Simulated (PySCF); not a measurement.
## Radial density of Ge²⁺ (germanium, charge +2)

TPSS, [Ar] 3d10 4s2, closed-shell 1S. Computed with PySCF 2.14 in jorge-DZP-DKH (8s6p2d1f, 43 functions), with the spin-free X2C one-electron Hamiltonian (Gaussian nucleus).

| r (bohr) | 4πr²ρ (e/bohr) |
| --- | --- |
| 0.000768 | 0.2830 |
| 0.00129 | 0.6914 |
| 0.00217 | 1.672 |
| 0.00366 | 3.934 |
| 0.00615 | 8.753 |
| 0.0103 | 17.66 |
| 0.0174 | 30.18 |
| 0.0293 | 39.13 |
| 0.0492 | 35.21 |
| 0.0828 | 33.02 |
| 0.139 | 45.44 |
| 0.234 | 31.19 |
| 0.394 | 24.83 |
| 0.663 | 24.71 |
| 1.11 | 6.919 |
| 1.88 | 1.701 |
| 3.15 | 0.2373 |
| 5.31 | 0.002236 |

Densities and radii are taken from the X2C orbitals without a picture-change correction, which distorts them close to the nucleus.
